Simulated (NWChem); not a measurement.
Species: CHAlClNO; SMILES C(=O)=[N][AlH][Cl]

```xyz
6

Al    -0.8445    -0.6445     0.0000
Cl     0.5937    -2.1652     0.0000
H     -2.3734    -0.9817     0.0000
N     -0.2753     1.0293     0.0000
C      0.1426     2.1569     0.0000
O      0.5412     3.2528     0.0000
```
Atoms are numbered in this order, from 1.

Program: NWChem. Medium grid unless said otherwise, to which SCAN and Minnesota functionals are sensitive. Structure relaxed at the PBE0/def2-SVP level. B3LYP is NWChem's, with the RPA form of VWN correlation.

Task: Among these, which level gives the lowest value of “dipole (D)”?
A. r2SCAN0/def2-SVP
B. N12/def2-SVP
C. B3LYP/def2-SVP
D. PBE/def2-SVP

Result: D, PBE/def2-SVP. Values: PBE/def2-SVP 1.32; B3LYP/def2-SVP 1.47; N12/def2-SVP 1.49; r2SCAN0/def2-SVP 1.58
